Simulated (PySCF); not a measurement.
How methods differ on the excitation energy of Ni⁺

Ni⁺ [Ar] 3d9 (2D) → Ni⁺ [Ar] 3d8 4p1 (high-spin determinant), as a difference of total energies. All numbers are calculated (PySCF 2.14, the spin-free X2C one-electron Hamiltonian (Gaussian nucleus), in x2c-TZVPPall with one added diffuse shell each of s, p, d, f type (7s6p5d3f1g, 80 functions)). Correlated levels: valence: [Ar] frozen. The calculations carry no spin-orbit coupling.

```tsv
method	excitation energy (cm⁻¹)
UHF	33132
MP2 (valence)	55559
SCS-MP2 (valence)	54103
CCSD (valence)	49088
CCSD(T) (valence)	50285
```

The determinant of the upper state mixes LS terms, which raises its energy above the lowest term, most at the Hartree-Fock and MP2 levels.
